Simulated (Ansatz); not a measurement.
CH7AlSi2, SMILES `C[SiH]1[AlH][SiH2]1`, 11 atoms. Total charge 0; spin multiplicity 1. All runs use 2 threads of an Arm Neoverse V2 on a shared host. Correlated methods freeze the cores.

(1) Give the basis size and wall time and peak host memory of each of these runs in Ansatz. RKS PBE0-D4/def2-SVP energy; RKS LC-ωPBE/def2-TZVPP energy; RKS ωB97M-V/def2-SVP energy; RKS PBE0-D4/def2-TZVP frequencies; RHF-CCSD(T)/def2-SVP energy; RKS PBE0-D4/def2-QZVPP energy; RKS ωB97M-V/def2-QZVPP energy; direct RPA on PBE orbitals/def2-TZVPP energy; RHF-CCSD(T)/def2-TZVPP energy; RKS PBE0-D4/def2-TZVP relaxation (19 steps); RKS revPBE-D4/def2-TZVPP energy; RKS B97M-V/def2-TZVPP energy. (Estimate.)

Answers

(1) Ansatz gave: Other jobs shared the machine, so times are rough.

| level | job | functions | wall time | peak host memory (GiB) |
| --- | --- | --- | --- | --- |
| RKS PBE0-D4/def2-SVP | energy | 103 | 1.9 s | 0.2 |
| RKS revPBE-D4/def2-TZVPP | energy | 255 | 3.9 s | 0.34 |
| RHF-CCSD(T)/def2-SVP | energy | 103 | 4.1 s | 0.36 |
| RKS LC-ωPBE/def2-TZVPP | energy | 255 | 4.5 s | 0.5 |
| direct RPA on PBE orbitals/def2-TZVPP | energy | 255 | 8.5 s | 0.57 |
| RKS ωB97M-V/def2-SVP | energy | 103 | 11 s | 0.32 |
| RKS B97M-V/def2-TZVPP | energy | 255 | 18 s | 0.43 |
| RKS PBE0-D4/def2-QZVPP | energy | 477 | 18 s | 1.7 |
| RKS ωB97M-V/def2-QZVPP | energy | 477 | 42 s | 2 |
| RKS PBE0-D4/def2-TZVP | relaxation (19 steps) | 184 | 100 s | 0.49 |
| RKS PBE0-D4/def2-TZVP | frequencies | 184 | 3.9 min | 0.47 |
| RHF-CCSD(T)/def2-TZVPP | energy | 255 | 9.8 min | 2 |

LC-ωPBE has ω = 0.4 bohr⁻¹.
